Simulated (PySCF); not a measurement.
## Trend along the fourth-period p block: MBe anions

r²SCAN with double-zeta basis sets in PySCF, for the lowest determinant that a PBE0 search found; no spin–orbit coupling. De refers to high-spin ground-configuration atoms (the charge goes to the atom of lower measured ionisation energy or higher electron affinity, which is not always the lowest computed limit). A positive dipole points towards Be; it is taken about the centre of mass and depends on that origin.

| M | basis | charged atom | state (unpaired electrons) | Re (Å) | ωe (cm⁻¹) | De (eV) | μ (D) |
| --- | --- | --- | --- | --- | --- | --- | --- |
| Ga | aug-cc-pVDZ-DK | Ga− | triplet (π ↑↑) | 2.242 | 431 | 1.63 | -3.59 |
| Ge | aug-pcseg-1 | Ge− | quartet (σ ↑, π ↑↑) | 2.221 | 484 | 1.77 | -3.62 |
| Se | aug-pcseg-1 | Se− | doublet (σ ↑) | 1.961 | 738 | 3.45 | -2.36 |
| Br | def2-SVPD | Br− | singlet (closed shell) | 2.230 | 379 | 1.23 | -7.76 |

The shortest bond is that of BeSe⁻ (1.961 Å), the longest that of BeGa⁻ (2.242 Å). BeSe⁻ is bound most strongly (3.45 eV) and BeBr⁻ least (1.23 eV).

The rows differ in basis set, which adds steps of its own.

The state changes along the series, so neighbouring rows are not always alike in their bonding.

For an ion De counts to the pair picked by the measured ionisation energies or electron affinities, which need not be the lowest pair at this level. The highest Kohn–Sham level is positive in some of these anions. Much of that is self-interaction error, but it also means that the finite basis helps to hold the extra electron. States were picked by a PBE0 search and need not be the measured ground states.
